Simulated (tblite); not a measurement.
C₇H₉BGe.
Cartesian coordinates in Å at the GFN2-xTB level; atoms count from 1:
```xyz
18
C7H9BGe angstrom
B      3.5567   -1.7448   -0.2562
Ge     3.3545    0.2432   -0.4091
C      1.5339    0.7328   -0.1890
C      0.3552    0.9737   -0.0413
C     -1.0016    1.2883    0.1396
C     -2.0095    0.5030   -0.2826
C     -3.4522    0.8492   -0.0763
C     -1.7516   -0.7129   -0.9540
C     -1.5642   -1.7517   -1.5277
H      3.4014   -2.2726    0.7728
H      3.8026   -2.4114   -1.1809
H      3.7573    0.8981   -1.7044
H      4.0735    1.0649    0.6309
H     -1.2151    2.2180    0.6527
H     -3.5520    1.7860    0.4667
H     -3.9510    0.0578    0.4835
H     -3.9578    0.9412   -1.0377
H     -1.3888   -2.6566   -2.0282
```

Computed values, GFN2-xTB/tblite, gas phase, harmonic and unscaled. The method is semi-empirical: single wavenumbers can be off by several per cent or more. Modes of hydrogen on boron and germanium can be 10 to 20 % off. One conformer, not necessarily the lowest. The optimisation stopped once no atom felt more than 0.01 eV/Å.

Lowest wavenumbers of the output (negative numbers stand for imaginary wavenumbers):
```
mode    cm-1
  1     -54.4
  2       4.2
  3      39.6
  4      63.7
  5      94.1
  6     107.7
  7     146.3
  8     191.1
```

Problem. Is this structure a minimum?

Solution. Not by this Hessian. 1 mode is imaginary beyond 20i (54i cm⁻¹), so at this level the point lies at or near a first-order saddle. The curvature is small, so loose convergence or finite differences may be the whole cause.

Problem. Which atoms move in the imaginary mode?

Solution. 54i: H11 (B–H hydrogen) 61 %, H10 (B–H hydrogen) 31 %. These are shares of the mass-weighted motion.

Problem. What is the remedy?

Solution. Step along that mode in both directions, optimise again with tighter thresholds and repeat the frequencies. The zero-point energy of this point (76.1 kcal/mol) counts the 47 real modes alone, and thermal corrections from it aren't those of a minimum.
